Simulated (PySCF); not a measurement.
Sn(H)(F)2(NH2) (F2H3NSn), SMILES [SnH]([F])([NH2])[F].

Geometry: B3LYP-D3(BJ)/def2-SVP. The def2 effective core potentials stand for the cores of Sn; spin–orbit coupling is left out. The values are those of a single conformer.

The numbers are results of PBE/def2-TZVPD run with PySCF, not measurements.

Symmetry labels are those of the subgroup Cs that the program uses (full group Cs).

Computed valence orbital energies around the gap with their symmetry:
```json
[
 {"orbital": "HOMO−7", "symmetry": "A'", "energy (eV)": "-10.23"},
 {"orbital": "HOMO−6", "symmetry": "A\"", "energy (eV)": "-10.19"},
 {"orbital": "HOMO−5", "symmetry": "A'", "energy (eV)": "-10.00"},
 {"orbital": "HOMO−4", "symmetry": "A'", "energy (eV)": "-9.06"},
 {"orbital": "HOMO−3", "symmetry": "A\"", "energy (eV)": "-8.99"},
 {"orbital": "HOMO−2", "symmetry": "A\"", "energy (eV)": "-8.93"},
 {"orbital": "HOMO−1", "symmetry": "A'", "energy (eV)": "-8.60"},
 {"orbital": "HOMO", "symmetry": "A'", "energy (eV)": "-7.01"},
 {"orbital": "LUMO", "symmetry": "A'", "energy (eV)": "-2.56"},
 {"orbital": "LUMO+1", "symmetry": "A\"", "energy (eV)": "-1.27"},
 {"orbital": "LUMO+2", "symmetry": "A'", "energy (eV)": "-0.95"},
 {"orbital": "LUMO+3", "symmetry": "A'", "energy (eV)": "-0.28"}
]
```
